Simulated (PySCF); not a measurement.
Finite-field polarisability of S (sulfur, neutral)

[Ne] 3s2 3p4, high-spin 3P determinant. All numbers are calculated (PySCF 2.14, scalar relativity by spin-free X2C-1e, in aug-cc-pVDZ-DK (5s4p2d, 27 functions)). Frozen: [Ne]. Energy changes in a uniform field (μhartree):

```
axis  F (au)        HF       MP2      CCSD   CCSD(T)
   x  0.0035  -101.671  -101.722  -101.809  -102.122
   x   0.007  -406.757  -406.972  -407.327  -408.578
   y  0.0032  -102.570  -105.501  -106.961  -107.624
   y  0.0064  -410.464  -422.217  -428.072  -430.731
```

By symmetry the remaining axis equals x.

Question: Derive α along x at CCSD(T) from the two fields.

Answer: With ΔE = −αF²/2 − γF⁴/24, α = −(16 ΔE(F) − ΔE(2F))/(6F²) = 16.67 bohr³.

Question: And the mean polarisability at each level?

Answer: The components xx, yy, zz at CCSD(T) are 16.67, 21.02, 16.67, the third axis being equal by symmetry to one of the two computed. Means: HF 17.74, MP2 17.94, CCSD 18.04, CCSD(T) 18.12 bohr³. Reference: 19.4 ± 0.1 bohr³ (recommended; Schwerdtfeger and Nagle, table of static dipole polarizabilities (2023 update)).

CCSD(T) lies more than 5 % below the reference, which points to too few diffuse and polarisation functions.

A double-zeta set is small for polarisabilities.
